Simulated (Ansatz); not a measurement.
`B[SiH2]BO` + H₂ → `B[SiH2]B` + H₂O at 500 K and 1 bar (hydrogenolysis of a B–O bond).

Calculated with Ansatz (gas phase, PBE0-D4/def2-TZVP geometries, no zero-point term in ΔE). CBS: MP2 limit from def2 TZ/QZ plus the TZ coupled-cluster correction, frozen cores. This one scheme is used for every species. One conformer a species, not always the lowest.

```tsv
species	CCSD(T)/CBS energy (Eh)	H − E (kJ/mol)	S (J/(mol·K))
`B[SiH2]BO`	-417.44038	215.1	400.7
H₂	-1.17544	41.0	145.5
`B[SiH2]B`	-342.19118	189.0	363.9
H₂O	-76.37941	73.2	206.3
```

H − E and S are ideal-gas, rigid-rotor, harmonic terms from PBE0-D4/def2-TZVP, for one conformer and one mirror image of each species. The MP2-based limit puts H₂ 0.8 mEh under its directly extrapolated value; such offsets cancel only in part. 1 Eh = 2625.50 kJ/mol, R = 8.31446 J/(mol·K).

By hand: ΔE, ΔH, ΔS and ΔG.

ΔE = (-342.19118) + (-76.37941) − (-417.44038) − (-1.17544) = 0.04523 Eh = 118.8 kJ/mol. Δ(H − E) = 189.0 + 73.2 − 215.1 − 41.0 = 6.1, so ΔH = 124.9 kJ/mol. ΔS = 363.9 + 206.3 − 400.7 − 145.5 = 24.0 J/(mol·K). ΔG = 124.9 − 500 × (24.0)/1000 = 112.9 kJ/mol.

By hand: the equilibrium constant, and the temperature at which ΔG would vanish if ΔH and ΔS stayed fixed.

log₁₀ K = −ΔG/(RT ln 10) = -11.8. ΔG = 0 at ΔH/ΔS = 5204 K, far beyond where these terms or the molecules hold.

ΔH outweighs TΔS. A doubt of 5 kJ/mol in ΔE shifts log₁₀ K by 0.5 here. Other conformers and mirror images would add mixing entropy, several J/(mol·K) or more a flexible species. Modes under 60 cm⁻¹, often nearly free rotors, make the harmonic entropy too high. These are equilibria of isolated gas molecules and say nothing of rates. Largest T1 diagnostic: 0.016 (customary marks: 0.02 for closed shells, 0.045 for open ones).
